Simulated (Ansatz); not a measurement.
Cost and result for the atomization energy of CH9InSi2 (`[SiH3][SiH2][CH2][InH2]`) (13 atoms, 12 bonds).

```xyz
13

Si   -1.522    0.013    1.088
Si    0.780   -0.415    1.145
C     1.443    0.428   -0.374
In    0.045    0.073   -2.011
H    -1.873   -0.137   -0.378
H    -1.877    1.415    1.434
H    -2.414   -0.918    1.827
H     1.382    0.006    2.443
H     0.941   -1.892    1.026
H     1.528    1.507   -0.225
H     2.429    0.034   -0.637
H    -0.163   -1.545   -2.569
H    -0.699    1.431   -2.768
```

Charge 0, multiplicity 1. Correlated methods include outer-core shells of In, which these sets cover unevenly. In: def2 effective core potential. The structure was optimised at the PBE0-D4/def2-TZVP level. It is one conformer, not always the lowest. Program: Ansatz. All runs use 4 threads of an Arm Neoverse V1 on a shared host. Times are those of one run each, without the atoms' runs, and a repeat can differ threefold. Electronic energies, without spin–orbit coupling; frozen cores. CCSD(T)/CBS adds CCSD(T) − MP2 in def2-TZVPP to the MP2 limit, and its time is that of the two runs behind it. T1 = 0.014. With those shells the extrapolation isn't a true limit. B3LYP takes the VWN-RPA correlation (the form of Gaussian; ORCA's B3LYP/G).

CCSD(T)/CBS is a level of theory with its own doubt, some kJ/mol a heavy atom from the limit and from the frozen cores, so smaller differences don't rank the functionals.

```tsv
level	functions	wall time	atomization (kcal/mol)	difference from CCSD(T)/CBS	per bond
LDA (SPW92)/def2-TZVPP	291	1.9 s	998.7	95.0	7.9
BLYP-D4/def2-TZVPP	291	3.6 s	882.6	-21.1	-1.8
PBE0-D4/def2-TZVPP	291	4.9 s	891.1	-12.6	-1.1
BHLYP-D4/def2-TZVPP	291	5.5 s	888.6	-15.1	-1.3
CAM-B3LYP-D4/def2-TZVPP	291	6 s	901.0	-2.7	-0.2
B3LYP-D4/def2-TZVPP (with forces)	291	8 s	895.5	-8.2	-0.7
B2PLYP/def2-TZVPP	291	9 s	882.5	-21.2	-1.8
PBE-QIDH/def2-TZVPP	291	9 s	890.3	-13.4	-1.1
CCSD(T)/def2-SVP	121	9 s	845.2	-58.5	-4.9
B97M-V/def2-TZVPP	291	13 s	907.8	4.1	0.3
MP2/def2-QZVPP	549	34 s	884.5	-19.2	-1.6
CCSD(T)/def2-TZVPP	291	5.4 min	882.5	-21.2	-1.8
CCSD(T)/CBS(def2)	–	6 min	903.7	0.0	0.0
```

At CCSD(T), def2-SVP lies −58.5 kcal/mol from the extrapolated value and def2-TZVPP −21.2 kcal/mol: correlation converges slowly with the basis, and small sets miss more of it in the bonded molecule than in its fragments. From BLYP to BHLYP (50 % exact exchange), in def2-TZVPP and without D4, the atomization energy moves by +11.3 kcal/mol. The D4 term adds +12.8 kcal/mol with B3LYP and +6.8 kcal/mol with PBE0; it sums over pairs of atoms, weighted by their polarisabilities, and B3LYP, whose exchange is more repulsive, gets the larger term.

Spin–orbit coupling would lower the free In atoms strongly, and the atomization energy with them, by more than many differences here.
